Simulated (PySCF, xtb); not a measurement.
TlI, SMILES [Tl][I].

Harmonic wavenumbers (cm⁻¹) from xtb with GFN2-xTB at its own minimum, in rising order: 144.

Q: What does PySCF with PBE-D3(BJ)/def2-TZVP give at its own minimum? (The exact figures need the calculation; the answer reports its results.)

A: 143. Paired by order, the mean absolute difference is 1 cm⁻¹ and the zero-point energies are 0.2 and 0.2 kcal/mol.
